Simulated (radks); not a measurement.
Spherical quantum dot in the effective-mass picture: electrons in a parabolic well V = omega^2 r^2 / 2 with omega = 0.457, all in effective atomic units (hartree* = m*/eps^2 hartree, bohr* = eps/m* bohr), one dielectric constant everywhere. Method: non-relativistic Kohn-Sham, PBE, spin-polarised, spherical densities; computed with a radial shooting solver with Libxc functionals. Levels are named by radial order and angular momentum (1s, 1p, 1d, 2s, ...), and open shells are averaged over m. Results are scaled to m* = 0.526 and eps = 8.2, for which hartree* = 212.9 meV and bohr* = 0.825 nm.

N = 2, configuration 1s2. This is the lowest configuration that the search found. Occupied and some empty levels:

level  occupation  eigenvalue (meV)  <r> (nm)
1s              2            285.49     1.516
1p              0            366.53     1.949
1d              0            453.25     2.299
2s              0            462.79     2.139

Energy (meV): total 394.871, kinetic 122.31, external 174.85, Hartree 208.20, exchange-correlation -110.49.

Electron density:

r (nm)  n(r) (e/nm^3)
0.148          0.1320
0.394          0.1244
0.641          0.1108
0.888         0.09292
1.13          0.07289
1.38          0.05315
1.63          0.03579
1.87          0.02214
2.12          0.01258
2.37         0.006589
2.61         0.003189
2.86         0.001424
3.11        0.0005844
